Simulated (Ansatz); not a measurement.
Relaxed structures of CH$_{5}$GeN, closed shell (PBE0-D4/def2-TZVP; forces vanish, vibrations not checked; lower isomers may exist, and structures with a doubtful reference or unclear bonds are left out; Å). Ansatz 0.2.0; basis: def2-TZVPP; cores frozen in the correlated methods. Filled d shells of the heavier atoms are correlated. The def2 sets are not built for correlating such inner shells, so the correlated values are less sure here.

Rank them by CCSD(T) energy, lowest first, and give each one's height above the lowest. Links in brackets join atoms within 1.22 times the sum of their covalent radii (1.1 for two metals). (To be estimated.)
A.
CH₅GeN ([CH2]1[NH][GeH2]1)
```
8
angstrom
C -0.6672 0.4615 -0.5339
N -0.3001 0.5980 0.8883
Ge 0.5375 -0.8886 0.0987
H -1.7119 0.2154 -0.7019
H -0.2766 1.1879 -1.2440
H 0.3195 1.3858 1.0400
H 2.0210 -0.7407 -0.2256
H 0.0777 -2.2193 0.6784
```
B.
CH₅GeN ([CH3][NH][GeH])
```
8
angstrom
C -0.9485 0.6632 -0.6217
N 0.0544 0.4794 0.4021
Ge 0.7433 -1.0224 1.1533
H -1.3064 -0.3135 -0.9487
H -0.5463 1.1900 -1.4946
H 0.4249 1.3541 0.7472
H -1.8068 1.2356 -0.2515
H -0.1747 -1.9829 0.2556
```
C.
CH₅GeN ([CH2][NH][GeH2])
```
8
angstrom
C -0.9910 0.7651 -0.3116
N 0.2335 0.5025 -0.0928
Ge 1.2622 -1.2479 -0.2140
H -1.6929 -0.0593 -0.3964
H -1.3518 1.7849 -0.4230
H 0.8331 1.3198 -0.0175
H 1.7633 -1.0203 1.2757
H -0.0563 -2.0448 0.1796
```
D.
CH₅GeN ([CH2]1[NH2][GeH]1)
```
8
angstrom
C -0.5973 0.3221 -0.5004
N 0.3594 -0.6301 0.1063
Ge -0.4071 0.8079 1.4480
H -1.5092 -0.1764 -0.8160
H -0.1557 0.9057 -1.3008
H 0.8929 1.6852 1.1297
H 1.3126 -0.5433 -0.2093
H 0.0677 -1.5951 0.1327
```

The calculation gives: B (0.000 eV), D (0.642 eV), C (1.061 eV), A (1.100 eV). Heights count from the lowest.

No T1 diagnostic of these runs exceeds 0.017.

For scale, one of the runs: CCSD(T)/def2-TZVPP, 180 basis functions, launched by `ansatz run in.yaml --threads 2 --pin off --events-out ev --progress --plain --max-ram 4352MiB`. Hardware: 2 CPU threads of an Arm Neoverse V1, shared host. Wall time 66 s; peak host memory 1.8 GiB.
